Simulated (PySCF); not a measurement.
Compound: Si(tBu)Cl3, C4H9Cl3Si.
Bonds: Si1–C2, Si1–Cl15, Si1–Cl16, Si1–Cl17, C2–C3, C2–C4, C2–C5. Hydrogens: H6, H7, H8 on C3; H9, H10, H11 on C4; H12, H13, H14 on C5.

Computed by this run: PBE0-D3(BJ)/def2-SVP geometry optimisation, gas phase in PySCF 2.14.0; density fitting, grid level 1; the optimiser is geomeTRIC in internal coordinates, started from a GFN2-xTB structure with every atom displaced at random (about 0.03 Å).

Step 5: E = -49707.9332 eV
```
atom  x, y, z in Å  |  force x, y, z in eV/Å
Si1     0.0419    0.0385   -1.7182    0.033  -0.032  -0.016
C2     -0.0077   -0.0041    0.1629   -0.022   0.019  -0.004
C3     -1.4682    0.1035    0.6142    0.036   0.002   0.003
C4      0.8060    1.1812    0.6930   -0.018  -0.011   0.001
C5      0.6029   -1.3272    0.6345    0.002   0.003  -0.003
H6     -1.5164    0.0757    1.7158   -0.003  -0.002   0.000
H7     -1.9290    1.0452    0.2803   -0.009   0.007  -0.002
H8     -2.0757   -0.7295    0.2302   -0.016  -0.020  -0.007
H9      0.3951    2.1439    0.3521   -0.007   0.002   0.007
H10     1.8571    1.1273    0.3736    0.024   0.002  -0.004
H11     0.7888    1.1772    1.7958   -0.009   0.006   0.001
H12     1.6478   -1.4348    0.3051    0.003   0.000   0.001
H13     0.0361   -2.1934    0.2608    0.003  -0.004   0.002
H14     0.5918   -1.3663    1.7369    0.002  -0.003  -0.001
Cl15    1.9849   -0.0198   -2.3988   -0.032   0.006   0.012
Cl16   -0.8283    1.7531   -2.4509   -0.001   0.004   0.002
Cl17   -0.9558   -1.5711   -2.5271    0.014   0.022   0.008
```

Step 6: E = -49707.9333 eV
```
atom  x, y, z in Å  |  force x, y, z in eV/Å
Si1     0.0409    0.0396   -1.7176    0.074  -0.041  -0.038
C2     -0.0069   -0.0044    0.1634   -0.040   0.031  -0.010
C3     -1.4689    0.0999    0.6132    0.094   0.027   0.022
C4      0.8047    1.1830    0.6934   -0.078  -0.033   0.014
C5      0.6057   -1.3266    0.6348   -0.006   0.009   0.008
H6     -1.5168    0.0738    1.7148   -0.008  -0.006   0.001
H7     -1.9300    1.0410    0.2788   -0.021   0.010  -0.008
H8     -2.0725   -0.7348    0.2296   -0.039  -0.037  -0.017
H9      0.3929    2.1443    0.3502   -0.002   0.006   0.004
H10     1.8553    1.1284    0.3770    0.066   0.006  -0.016
H11     0.7836    1.1805    1.7962   -0.003   0.006   0.001
H12     1.6497   -1.4339    0.3030    0.005  -0.004  -0.002
H13     0.0372   -2.1932    0.2646    0.007  -0.007  -0.003
H14     0.5972   -1.3636    1.7372    0.003  -0.005  -0.002
Cl15    1.9850   -0.0312   -2.4009   -0.072   0.007   0.026
Cl16   -0.8182    1.7600   -2.4503   -0.001   0.001   0.006
Cl17   -0.9673   -1.5635   -2.5271    0.021   0.030   0.015
```

Task: Estimate the geometry and energy of step 7. (The exact step hangs on the optimiser's Hessian estimate; all steps are aligned on step 6, rigid shifts and turns removed.)

Result: E = -49707.9335 eV, largest force 0.099 eV/Å
```
atom  x, y, z in Å  |  force x, y, z in eV/Å
Si1     0.0412    0.0396   -1.7176    0.073  -0.027  -0.039
C2     -0.0068   -0.0044    0.1632   -0.036   0.023  -0.010
C3     -1.4688    0.0984    0.6128    0.091   0.031   0.025
C4      0.8036    1.1836    0.6934   -0.085  -0.029   0.019
C5      0.6071   -1.3261    0.6346   -0.009   0.008   0.012
H6     -1.5163    0.0732    1.7145   -0.009  -0.008   0.000
H7     -1.9309    1.0392    0.2783   -0.020   0.005  -0.009
H8     -2.0716   -0.7374    0.2299   -0.037  -0.033  -0.016
H9      0.3910    2.1443    0.3492    0.002   0.007   0.001
H10     1.8547    1.1293    0.3787    0.066   0.008  -0.016
H11     0.7798    1.1823    1.7961    0.003   0.003   0.001
H12     1.6506   -1.4335    0.3016    0.004  -0.004  -0.003
H13     0.0381   -2.1933    0.2665    0.009  -0.006  -0.006
H14     0.6001   -1.3625    1.7371    0.003  -0.004  -0.002
Cl15    1.9844   -0.0375   -2.4020   -0.070   0.006   0.025
Cl16   -0.8123    1.7635   -2.4493   -0.001  -0.002   0.006
Cl17   -0.9725   -1.5591   -2.5268    0.017   0.022   0.012
```

The energy changes by -0.0002 eV. The first-order estimate −F·Δx gives -0.0001 eV and the mean of the old and new forces, exact on a quadratic surface, 0.0000 eV. The step makes an angle of 89° with the force vector and moves no atom by more than 0.007 Å.

What follows is the cost of the whole optimisation. On one thread of an Intel Xeon Platinum 8259CL at 2.50 GHz, no GPU, on a shared host, this took 3.3 min and 0.76 GiB of memory at its peak.
